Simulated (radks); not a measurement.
Values are calculated unless marked as measured or tabulated.
Task: All-electron atom: the iodine ion I+ in [Kr] 4d9 5s2 5p4 4f1 (not the ground configuration). Code: a radial shooting solver on a logarithmic mesh with Libxc functionals. Model: scalar-relativistic Kohn-Sham, BLYP, spin-unpolarised, spherical densities, point nucleus. Some entries of the table are withheld. Estimate them.

| orbital | occ. | eigenvalue (hartree) | <r> (bohr) | <r^2> (bohr^2) |
|---|---|---|---|---|
| 1s | 2 | -1213.281 | 0.02722 | 0.001005 |
| 2s | 2 | (1) | 0.1172 | (2) |
| 2p | 6 | -169.0684 | 0.1025 | 0.01282 |
| 3s | 2 | (3) | 0.3141 | 0.1127 |
| 3p | 6 | -32.49293 | 0.3121 | 0.1130 |
| 3d | 10 | -23.18747 | 0.2885 | 0.09849 |
| 4s | 2 | -7.47482 | 0.7361 | 0.6118 |
| 4p | 6 | -5.51367 | 0.7858 | 0.7029 |
| 4d | 9 | -2.64394 | 0.9018 | 0.9483 |
| 5s | 2 | -1.21709 | 1.828 | 3.758 |
| 5p | 4 | -0.77196 | 2.154 | 5.258 |
| 4f | 1 | -0.08432 | 6.586 | 54.85 |

Result: 
(1) 2s eigenvalue (hartree): -188.2511
(2) 2s <r^2> (bohr^2): 0.01619
(3) 3s eigenvalue (hartree): -38.70732
